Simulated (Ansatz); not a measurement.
A short molecular-dynamics run on `C[O][Ti]([NH2])([NH2])[NH2]`.

```yaml
crystal:
  periodic: [false, false, false]
  atoms:
    - {symbol: C, position_ang: [-0.440751, -1.616568, 1.943546]}
    - {symbol: O, position_ang: [-0.321042, -1.002605, 0.706860]}
    - {symbol: Ti, position_ang: [0.063042, 0.274760, -0.475531]}
    - {symbol: N, position_ang: [1.224032, -0.388468, -1.814982]}
    - {symbol: N, position_ang: [0.952648, 1.751121, 0.306774]}
    - {symbol: N, position_ang: [-1.519824, 0.953740, -1.265662]}
    - {symbol: H, position_ang: [-0.136312, -2.667140, 1.877237]}
    - {symbol: H, position_ang: [-1.480008, -1.583476, 2.290171]}
    - {symbol: H, position_ang: [0.188921, -1.122429, 2.692512]}
    - {symbol: H, position_ang: [1.133304, -0.185187, -2.799802]}
    - {symbol: H, position_ang: [1.858853, -1.163271, -1.681428]}
    - {symbol: H, position_ang: [1.873824, 2.068325, 0.044771]}
    - {symbol: H, position_ang: [0.618011, 2.271222, 1.106074]}
    - {symbol: H, position_ang: [-1.662338, 1.926037, -1.495891]}
    - {symbol: H, position_ang: [-2.374061, 0.433239, -1.405248]}
basis:
  gaussian: {orbitals: "6-31G*"}
hamiltonian: {xc: {name: revPBE}, dispersion: d3bjatm}
md: {timestep: 1 fs, n_steps: 20, ensemble: nvt_nose_hoover, temperature: 1500, initial_velocities: maxwell_boltzmann, seed: 9}
```

```sh
$ ansatz run in.yaml --threads 2 --pin off --events-out ev --progress --plain --max-ram 22528MiB --backend cpu
```

```csv
step,time (fs),potential energy (eV),kinetic (eV),T (K),conserved (eV)
0,0.0,-30813.7458,2.5206,1500,-30811.2253
1,1.0,-30813.4620,2.2624,1346,-30811.1996
2,2.0,-30813.0334,1.8700,1113,-30811.1634
3,3.0,-30812.9524,1.7692,1053,-30811.1833
4,4.0,-30812.9952,1.8003,1071,-30811.1953
5,5.0,-30812.9449,1.7547,1044,-30811.1910
6,6.0,-30812.8242,1.6353,973,-30811.1900
7,7.0,-30812.6676,1.4895,886,-30811.1797
8,8.0,-30812.6409,1.4758,878,-30811.1674
9,9.0,-30812.8759,1.6856,1003,-30811.1933
10,10.0,-30813.0281,1.8223,1084,-30811.2098
11,11.0,-30812.8840,1.7014,1013,-30811.1876
12,12.0,-30812.7066,1.5246,907,-30811.1882
13,13.0,-30812.5392,1.3592,809,-30811.1872
14,14.0,-30812.3940,1.2241,728,-30811.1782
15,15.0,-30812.3667,1.1913,709,-30811.1848
16,16.0,-30812.3625,1.1797,702,-30811.1936
17,17.0,-30812.2634,1.0897,649,-30811.1858
18,18.0,-30812.1909,1.0324,614,-30811.1720
19,19.0,-30812.3110,1.1354,676,-30811.1906
20,20.0,-30812.4091,1.2321,733,-30811.1937
```

Velocities are drawn at the set temperature; a run this short doesn't reach equilibrium.

Frames (Å, forces in eV/Å):

```xyz
15
time=0.0 fs
C    -0.441   -1.617    1.944   -0.006   -0.069    0.191
O    -0.321   -1.003    0.707   -0.047   -0.039   -0.370
Ti    0.063    0.275   -0.476   -0.027   -0.049    0.073
N     1.224   -0.388   -1.815   -0.049    0.250    0.191
N     0.953    1.751    0.307   -0.129   -0.175   -0.199
N    -1.520    0.954   -1.266    0.269   -0.080    0.019
H    -0.136   -2.667    1.877    0.111   -0.407    0.003
H    -1.480   -1.583    2.290   -0.397   -0.003    0.154
H     0.189   -1.122    2.693    0.238    0.180    0.305
H     1.133   -0.185   -2.800   -0.043    0.086   -0.579
H     1.859   -1.163   -1.681    0.373   -0.478    0.061
H     1.874    2.068    0.045    0.537    0.204   -0.121
H     0.618    2.271    1.106   -0.190    0.322    0.489
H    -1.662    1.926   -1.496   -0.115    0.559   -0.138
H    -2.374    0.433   -1.405   -0.526   -0.301   -0.079
15
time=1.0 fs
C    -0.440   -1.614    1.949   -1.168   -1.114   -0.779
O    -0.326   -1.000    0.711   -0.041   -0.172   -0.165
Ti    0.058    0.268   -0.478    0.322    0.192    0.050
N     1.228   -0.379   -1.818    1.011   -0.560   -1.614
N     0.956    1.755    0.302    0.792   -0.823   -1.441
N    -1.517    0.961   -1.263    0.770   -3.233    0.701
H    -0.136   -2.677    1.898   -0.011   -0.051   -0.049
H    -1.477   -1.566    2.314   -0.435   -0.156   -0.068
H     0.126   -1.139    2.691    1.498    1.071    1.412
H     1.150   -0.129   -2.851    0.132   -0.420    1.486
H     1.963   -1.131   -1.706   -0.920    0.858   -0.154
H     1.912    2.040    0.089    0.115   -0.058   -0.180
H     0.656    2.278    1.075   -0.829    1.059    1.717
H    -1.641    1.890   -1.451   -0.779    3.308   -0.781
H    -2.340    0.379   -1.374   -0.459    0.099   -0.135
15
time=2.0 fs
C    -0.441   -1.612    1.954   -1.942   -1.810   -1.338
O    -0.330   -0.997    0.714   -0.043   -0.333    0.080
Ti    0.052    0.260   -0.480    0.679    0.454    0.018
N     1.232   -0.370   -1.823    1.929   -0.924   -2.590
N     0.960    1.759    0.296    1.483   -0.951   -1.798
N    -1.514    0.967   -1.260    0.808   -4.893    0.857
H    -0.136   -2.687    1.919   -0.113    0.298   -0.097
H    -1.477   -1.550    2.336   -0.381   -0.303   -0.309
H     0.077   -1.146    2.704    2.268    1.630    2.086
H     1.167   -0.076   -2.888    0.164   -0.757    2.551
H     2.059   -1.091   -1.732   -1.937    1.571   -0.192
H     1.951    2.012    0.131   -0.462   -0.297   -0.229
H     0.686    2.296    1.061   -1.067    1.262    2.052
H    -1.628    1.885   -1.414   -1.165    4.376   -0.928
H    -2.310    0.325   -1.345   -0.221    0.677   -0.164
15
time=3.0 fs
C    -0.443   -1.611    1.958   -1.880   -1.615   -0.746
O    -0.335   -0.995    0.718   -0.053   -0.513    0.330
Ti    0.047    0.253   -0.482    1.043    0.717   -0.017
N     1.237   -0.361   -1.829    2.482   -0.934   -2.914
N     0.965    1.762    0.289    1.638   -0.364   -0.950
N    -1.511    0.968   -1.256    0.480   -3.338    0.473
H    -0.136   -2.694    1.938   -0.166    0.537   -0.147
H    -1.482   -1.538    2.356   -0.262   -0.419   -0.523
H     0.051   -1.136    2.736    2.102    1.394    1.581
H     1.186   -0.031   -2.901    0.102   -0.900    2.848
H     2.136   -1.036   -1.760   -2.511    1.735   -0.101
H     1.985    1.980    0.171   -0.935   -0.431   -0.294
H     0.705    2.325    1.067   -0.853    0.653    1.201
H    -1.625    1.923   -1.385   -1.098    2.286   -0.542
H    -2.283    0.278   -1.317   -0.089    1.190   -0.198
15
time=4.0 fs
C    -0.446   -1.612    1.961   -1.331   -0.753    0.601
O    -0.340   -0.993    0.722   -0.065   -0.695    0.553
Ti    0.043    0.246   -0.484    1.409    0.965   -0.051
N     1.245   -0.353   -1.837    2.643   -0.759   -2.679
N     0.971    1.765    0.281    1.422    0.439    0.326
N    -1.507    0.968   -1.252    0.147   -0.750    0.083
H    -0.139   -2.697    1.956   -0.159    0.618   -0.196
H    -1.488   -1.529    2.371   -0.107   -0.487   -0.673
H     0.044   -1.114    2.784    1.365    0.616    0.271
H     1.206    0.006   -2.887   -0.029   -0.837    2.526
H     2.190   -0.964   -1.788   -2.643    1.515    0.069
H     2.011    1.944    0.208   -1.167   -0.452   -0.367
H     0.717    2.361    1.083   -0.492   -0.279   -0.071
H    -1.633    1.982   -1.362   -0.840   -0.620   -0.160
H    -2.256    0.242   -1.290   -0.153    1.481   -0.233
15
time=5.0 fs
C    -0.451   -1.614    1.965   -0.821    0.218    1.793
O    -0.345   -0.991    0.726   -0.074   -0.854    0.731
Ti    0.038    0.240   -0.487    1.771    1.178   -0.078
N     1.254   -0.346   -1.847    2.340   -0.552   -1.781
N     0.977    1.769    0.273    1.008    0.959    1.293
N    -1.503    0.967   -1.248   -0.014    1.087   -0.119
H    -0.142   -2.693    1.972   -0.092    0.532   -0.235
H    -1.496   -1.524    2.379    0.038   -0.505   -0.736
H     0.050   -1.085    2.834    0.627   -0.157   -0.956
H     1.226    0.034   -2.848   -0.225   -0.485    1.508
H     2.218   -0.877   -1.816   -2.262    0.983    0.292
H     2.026    1.904    0.242   -1.113   -0.390   -0.428
H     0.723    2.394    1.100   -0.211   -1.014   -1.044
H    -1.649    2.035   -1.340   -0.591   -2.513    0.018
H    -2.231    0.221   -1.266   -0.379    1.512   -0.258
15
time=6.0 fs
C    -0.456   -1.615    1.970   -0.490    1.031    2.450
O    -0.350   -0.990    0.731   -0.072   -0.963    0.845
Ti    0.034    0.233   -0.489    2.118    1.337   -0.088
N     1.264   -0.339   -1.858    1.383   -0.479   -0.066
N     0.985    1.772    0.266    0.442    1.080    1.751
N    -1.499    0.967   -1.244   -0.031    2.081   -0.203
H    -0.147   -2.684    1.986    0.020    0.300   -0.260
H    -1.504   -1.525    2.380    0.119   -0.477   -0.705
H     0.063   -1.059    2.875    0.091   -0.683   -1.724
H     1.243    0.058   -2.795   -0.484    0.291   -0.345
H     2.224   -0.782   -1.842   -1.173    0.167    0.546
H     2.030    1.861    0.271   -0.780   -0.288   -0.460
H     0.728    2.417    1.106   -0.057   -1.390   -1.535
H    -1.671    2.065   -1.318   -0.388   -3.323    0.058
H    -2.210    0.214   -1.245   -0.698    1.316   -0.262
15
time=7.0 fs
C    -0.462   -1.616    1.977   -0.257    1.631    2.628
O    -0.355   -0.989    0.736   -0.058   -1.003    0.877
Ti    0.030    0.227   -0.491    2.433    1.431   -0.074
N     1.276   -0.332   -1.869   -0.318   -0.603    2.024
N     0.993    1.777    0.261   -0.210    0.861    1.729
N    -1.495    0.968   -1.240    0.016    2.428   -0.238
H    -0.152   -2.672    1.998    0.150   -0.017   -0.269
H    -1.510   -1.530    2.375    0.098   -0.416   -0.586
H     0.076   -1.038    2.899   -0.260   -0.970   -2.074
H     1.256    0.085   -2.745   -0.768    1.387   -2.551
H     2.219   -0.684   -1.862    0.691   -0.773    0.778
H     2.026    1.814    0.296   -0.248   -0.191   -0.450
H     0.732    2.427    1.097   -0.016   -1.417   -1.579
H    -1.696    2.062   -1.295   -0.234   -3.317    0.028
H    -2.195    0.219   -1.226   -1.018    0.970   -0.244
15
time=8.0 fs
C    -0.468   -1.615    1.986   -0.033    1.972    2.465
O    -0.360   -0.989    0.742   -0.032   -0.969    0.824
Ti    0.026    0.221   -0.493    2.697    1.460   -0.028
N     1.287   -0.326   -1.879   -2.076   -0.564    2.850
N     1.001    1.782    0.256   -0.753    0.335    1.239
N    -1.491    0.971   -1.236    0.064    2.012   -0.248
H    -0.155   -2.661    2.007    0.261   -0.315   -0.265
H    -1.516   -1.539    2.364   -0.025   -0.338   -0.399
H     0.087   -1.027    2.904   -0.475   -1.070   -2.114
H     1.262    0.125   -2.720   -0.968    1.966   -3.409
H     2.220   -0.594   -1.874    2.545   -1.369    0.912
H     2.020    1.766    0.317    0.289   -0.130   -0.396
H     0.736    2.423    1.074   -0.089   -1.091   -1.185
H    -1.724    2.028   -1.272   -0.182   -2.495   -0.040
H    -2.190    0.234   -1.209   -1.223    0.595   -0.206
15
time=9.0 fs
C    -0.474   -1.612    1.997    0.187    1.961    2.030
O    -0.365   -0.990    0.748    0.006   -0.866    0.691
Ti    0.024    0.215   -0.496    2.895    1.438    0.048
N     1.297   -0.320   -1.887   -2.377    0.008    1.558
N     1.008    1.788    0.253   -0.891   -0.540    0.266
N    -1.487    0.976   -1.232    0.141    0.480   -0.252
H    -0.155   -2.652    2.013    0.310   -0.476   -0.251
H    -1.521   -1.552    2.349   -0.209   -0.255   -0.175
H     0.093   -1.026    2.888   -0.559   -0.994   -1.878
H     1.258    0.184   -2.727   -0.932    1.267   -2.019
H     2.246   -0.517   -1.878    2.731   -1.237    0.893
H     2.017    1.716    0.334    0.567   -0.086   -0.317
H     0.739    2.409    1.039   -0.301   -0.381   -0.316
H    -1.753    1.970   -1.250   -0.374   -0.625   -0.115
H    -2.196    0.254   -1.195   -1.193    0.306   -0.162
15
time=10.0 fs
C    -0.480   -1.608    2.010    0.283    1.503    1.297
O    -0.370   -0.991    0.755    0.052   -0.711    0.493
Ti    0.021    0.210   -0.498    3.024    1.383    0.153
N     1.306   -0.314   -1.894   -1.022    0.818   -0.289
N     1.015    1.793    0.250   -0.484   -1.726   -1.051
N    -1.483    0.980   -1.229    0.339   -2.045   -0.293
H    -0.153   -2.648    2.017    0.273   -0.436   -0.226
H    -1.529   -1.567    2.332   -0.366   -0.178    0.049
H     0.094   -1.035    2.855   -0.454   -0.697   -1.315
H     1.246    0.255   -2.754   -0.663   -0.055    0.048
H     2.299   -0.452   -1.874    1.045   -0.741    0.728
H     2.019    1.666    0.348    0.434    0.002   -0.237
H     0.740    2.392    1.001   -0.634    0.617    0.911
H    -1.786    1.906   -1.228   -0.932    2.127   -0.140
H    -2.214    0.278   -1.181   -0.896    0.139   -0.129
15
time=11.0 fs
C    -0.485   -1.603    2.024    0.043    0.560    0.181
O    -0.374   -0.993    0.762    0.100   -0.530    0.254
Ti    0.020    0.205   -0.500    3.098    1.307    0.285
N     1.314   -0.308   -1.901    0.551    1.513   -1.421
N     1.021    1.797    0.246    0.160   -2.770   -2.113
N    -1.479    0.984   -1.226    0.288   -3.739   -0.401
H    -0.148   -2.648    2.019    0.162   -0.223   -0.184
H    -1.540   -1.583    2.316   -0.396   -0.105    0.244
H     0.090   -1.050    2.809   -0.055   -0.101   -0.330
H     1.227    0.325   -2.780   -0.308   -1.125    1.463
H     2.361   -0.394   -1.862   -0.931   -0.393    0.483
H     2.025    1.616    0.360    0.001    0.176   -0.160
H     0.734    2.380    0.972   -0.887    1.408    1.896
H    -1.828    1.862   -1.208   -1.402    3.987   -0.084
H    -2.241    0.303   -1.170   -0.424    0.034   -0.114
15
time=12.0 fs
C    -0.491   -1.597    2.038   -0.656   -0.748   -1.277
O    -0.379   -0.994    0.769    0.139   -0.348    0.004
Ti    0.019    0.200   -0.502    3.139    1.212    0.444
N     1.322   -0.300   -1.909    1.478    1.972   -1.789
N     1.028    1.799    0.240    0.437   -2.974   -2.128
N    -1.474    0.984   -1.223   -0.851   -2.650   -0.479
H    -0.141   -2.651    2.019    0.019    0.061   -0.120
H    -1.555   -1.601    2.302   -0.255   -0.024    0.399
H     0.086   -1.067    2.759    0.678    0.780    1.021
H     1.205    0.385   -2.792    0.016   -1.734    2.107
H     2.414   -0.340   -1.846   -2.227   -0.268    0.235
H     2.032    1.567    0.370   -0.458    0.405   -0.076
H     0.720    2.382    0.961   -0.726    1.327    1.834
H    -1.883    1.856   -1.189   -0.812    3.053   -0.059
H    -2.272    0.328   -1.159    0.079   -0.064   -0.115
15
time=13.0 fs
C    -0.497   -1.592    2.051   -1.466   -1.948   -2.568
O    -0.384   -0.996    0.776    0.160   -0.183   -0.235
Ti    0.019    0.195   -0.504    3.147    1.108    0.607
N     1.331   -0.291   -1.918    1.748    2.180   -1.648
N     1.034    1.799    0.233    0.121   -2.339   -1.206
N    -1.470    0.983   -1.220   -2.675   -0.236   -0.451
H    -0.135   -2.653    2.018   -0.111    0.309   -0.041
H    -1.573   -1.619    2.292    0.010    0.072    0.519
H     0.088   -1.076    2.720    1.405    1.585    2.215
H     1.183    0.428   -2.784    0.261   -1.953    2.198
H     2.446   -0.288   -1.827   -2.788   -0.269    0.027
H     2.034    1.522    0.380   -0.730    0.613    0.019
H     0.698    2.396    0.967   -0.141    0.445    0.823
H    -1.947    1.880   -1.170    0.550    0.774   -0.135
H    -2.301    0.352   -1.149    0.510   -0.157   -0.125
15
time=14.0 fs
C    -0.504   -1.589    2.062   -1.568   -2.311   -2.888
O    -0.389   -0.999    0.783    0.158   -0.040   -0.447
Ti    0.019    0.191   -0.506    3.102    1.009    0.739
N     1.341   -0.281   -1.929    1.519    2.095   -1.121
N     1.041    1.797    0.225   -0.504   -1.507   -0.179
N    -1.468    0.982   -1.218   -4.103    1.538   -0.380
H    -0.129   -2.651    2.016   -0.197    0.448    0.044
H    -1.590   -1.636    2.287    0.284    0.179    0.608
H     0.104   -1.069    2.701    1.392    1.668    2.445
H     1.164    0.452   -2.755    0.399   -1.810    1.845
H     2.451   -0.239   -1.808   -2.748   -0.319   -0.117
H     2.029    1.483    0.389   -0.741    0.738    0.121
H     0.676    2.415    0.981    0.505   -0.541   -0.298
H    -2.005    1.911   -1.153    1.698   -0.892   -0.234
H    -2.326    0.375   -1.141    0.805   -0.256   -0.137
15
time=15.0 fs
C    -0.513   -1.587    2.071   -0.707   -1.695   -2.203
O    -0.393   -1.001    0.789    0.138    0.082   -0.615
Ti    0.020    0.187   -0.508    2.984    0.930    0.816
N     1.352   -0.269   -1.940    0.851    1.550   -0.192
N     1.048    1.794    0.217   -1.156   -0.885    0.464
N    -1.469    0.982   -1.216   -4.768    2.413   -0.304
H    -0.125   -2.646    2.015   -0.225    0.452    0.122
H    -1.605   -1.651    2.288    0.471    0.279    0.661
H     0.134   -1.047    2.706    0.459    0.927    1.676
H     1.149    0.460   -2.708    0.366   -1.198    0.998
H     2.430   -0.193   -1.791   -2.099   -0.358   -0.164
H     2.017    1.451    0.400   -0.508    0.750    0.225
H     0.658    2.428    0.993    0.944   -1.196   -1.032
H    -2.046    1.933   -1.138    2.333   -1.659   -0.307
H    -2.344    0.396   -1.133    0.917   -0.392   -0.145
15
time=16.0 fs
C    -0.522   -1.587    2.078    0.449   -0.698   -1.273
O    -0.398   -1.003    0.796    0.110    0.184   -0.726
Ti    0.021    0.183   -0.510    2.788    0.883    0.831
N     1.364   -0.256   -1.951   -0.292    0.298    1.125
N     1.053    1.791    0.210   -1.700   -0.547    0.678
N    -1.473    0.983   -1.214   -4.733    2.676   -0.225
H    -0.124   -2.636    2.015   -0.189    0.329    0.188
H    -1.615   -1.664    2.295    0.538    0.362    0.675
H     0.167   -1.016    2.727   -0.707   -0.036    0.666
H     1.137    0.455   -2.652    0.061    0.045   -0.411
H     2.389   -0.150   -1.775   -0.696   -0.312   -0.039
H     2.000    1.426    0.413   -0.114    0.654    0.320
H     0.649    2.430    0.994    1.112   -1.450   -1.322
H    -2.066    1.940   -1.126    2.543   -1.800   -0.345
H    -2.352    0.413   -1.128    0.830   -0.586   -0.143
15
time=17.0 fs
C    -0.530   -1.587    2.083    1.331    0.193   -0.585
O    -0.402   -1.005    0.802    0.079    0.269   -0.788
Ti    0.023    0.179   -0.511    2.523    0.877    0.791
N     1.376   -0.243   -1.962   -1.863   -1.544    2.414
N     1.058    1.787    0.203   -2.005   -0.512    0.523
N    -1.480    0.986   -1.212   -4.089    2.445   -0.153
H    -0.124   -2.623    2.017   -0.101    0.101    0.236
H    -1.620   -1.673    2.309    0.496    0.419    0.653
H     0.194   -0.985    2.755   -1.544   -0.759   -0.088
H     1.125    0.451   -2.599   -0.496    1.696   -2.035
H     2.341   -0.110   -1.759    1.398   -0.089    0.320
H     1.982    1.408    0.429    0.306    0.492    0.385
H     0.651    2.418    0.983    1.012   -1.327   -1.202
H    -2.061    1.929   -1.117    2.386   -1.440   -0.345
H    -2.353    0.424   -1.123    0.567   -0.821   -0.127
15
time=18.0 fs
C    -0.538   -1.587    2.089    1.836    0.848   -0.168
O    -0.407   -1.007    0.807    0.051    0.342   -0.820
Ti    0.026    0.176   -0.512    2.214    0.908    0.705
N     1.386   -0.231   -1.971   -3.319   -2.764    2.720
N     1.061    1.783    0.196   -1.891   -0.861    0.016
N    -1.490    0.991   -1.211   -2.869    1.537   -0.124
H    -0.125   -2.609    2.021    0.014   -0.180    0.263
H    -1.620   -1.678    2.329    0.375    0.447    0.594
H     0.206   -0.961    2.781   -1.961   -1.163   -0.532
H     1.109    0.464   -2.566   -0.836    2.571   -2.747
H     2.307   -0.071   -1.740    3.175    0.269    0.741
H     1.966    1.394    0.449    0.583    0.341    0.381
H     0.663    2.394    0.961    0.628   -0.813   -0.648
H    -2.033    1.905   -1.111    1.785   -0.457   -0.276
H    -2.348    0.427   -1.120    0.216   -1.025   -0.103
15
time=19.0 fs
C    -0.544   -1.587    2.094    2.043    1.245    0.070
O    -0.411   -1.009    0.812    0.028    0.403   -0.836
Ti    0.029    0.172   -0.514    1.894    0.967    0.586
N     1.395   -0.221   -1.978   -3.570   -2.112    1.909
N     1.063    1.778    0.189   -1.251   -1.641   -0.827
N    -1.502    0.997   -1.209   -1.161   -0.366   -0.189
H    -0.126   -2.597    2.028    0.114   -0.436    0.270
H    -1.617   -1.679    2.354    0.218    0.442    0.498
H     0.200   -0.949    2.803   -2.041   -1.305   -0.746
H     1.085    0.501   -2.560   -0.436    1.739   -1.915
H     2.303   -0.029   -1.714    3.016    0.431    0.724
H     1.957    1.383    0.473    0.605    0.266    0.272
H     0.680    2.362    0.932   -0.033    0.082    0.359
H    -1.988    1.876   -1.108    0.657    1.353   -0.094
H    -2.341    0.421   -1.118   -0.083   -1.067   -0.081
15
time=20.0 fs
C    -0.549   -1.585    2.099    2.002    1.328    0.178
O    -0.416   -1.010    0.816    0.015    0.452   -0.842
Ti    0.032    0.169   -0.515    1.587    1.041    0.458
N     1.400   -0.212   -1.983   -2.511   -0.347    1.085
N     1.064    1.773    0.182   -0.293   -2.585   -1.719
N    -1.515    1.003   -1.208    0.509   -2.883   -0.324
H    -0.126   -2.589    2.037    0.154   -0.572    0.263
H    -1.611   -1.676    2.385    0.070    0.404    0.359
H     0.173   -0.949    2.817   -1.838   -1.222   -0.772
H     1.057    0.554   -2.571    0.373    0.144   -0.516
H     2.327    0.016   -1.681    1.148    0.209    0.148
H     1.953    1.375    0.499    0.401    0.274    0.065
H     0.698    2.330    0.907   -0.785    1.086    1.523
H    -1.937    1.860   -1.106   -0.617    3.496    0.166
H    -2.335    0.404   -1.116   -0.214   -0.825   -0.071
```

Hardware: 2 threads of an AMD EPYC 7R13 on a shared host. Wall time 65 s, peak host memory 0.26 GiB.
